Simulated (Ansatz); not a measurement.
System: CH3F2In (charge 0, singlet). 
Geometry from a B3LYP-D3(BJ)/def2-TZVP (Ansatz, an electronic-structure program) optimisation:
SMILES: [F][In]([F])[CH3]
```xyz
7

C     -2.1257    -0.3006    -0.0888
In    -0.0099    -0.0016    -0.0012
F      1.3667    -1.3918     0.0705
F      0.9272     1.7171     0.0271
H     -2.3239    -1.2561    -0.5666
H     -2.5698     0.5158    -0.6519
H     -2.5105    -0.3042     0.9288
```
Charge 0, spin multiplicity 1.

Property: vertical ionisation energy (to the doublet state of charge +1; each state is the SCF solution reached for its spin), in eV. Correlated levels leave the core frozen unless marked. Open shells are spin-unrestricted. No spin-orbit coupling. Frozen are the shells of the preceding noble gas and the d and f shells that filled before the atom's block. Past Kr the def2 sets carry scalar-relativistic core potentials. Basis-set limits of correlation are two-point, X^-3; Hartree-Fock from the larger set.

```json
[
 {"level": "BHLYP/def2-TZVPD", "program": "Ansatz", "vertical ionisation energy (eV)": "11.59"},
 {"level": "B2PLYP/def2-TZVPD", "program": "Ansatz", "vertical ionisation energy (eV)": "11.49"},
 {"level": "MP2/def2-TZVPPD", "program": "Ansatz", "vertical ionisation energy (eV)": "11.65"},
 {"level": "RI-MP2/def2-TZVPPD", "program": "Ansatz", "vertical ionisation energy (eV)": "11.65"},
 {"level": "CCSD/def2-SVPD", "program": "Ansatz", "vertical ionisation energy (eV)": "11.69"},
 {"level": "CCSD/CBS(def2-TZVPPD,def2-QZVPPD)", "program": "Ansatz", "vertical ionisation energy (eV)": "11.68"},
 {"level": "CCSD(T)/CBS(def2-TZVPPD,def2-QZVPPD)", "program": "Ansatz", "vertical ionisation energy (eV)": "11.69"}
]
```
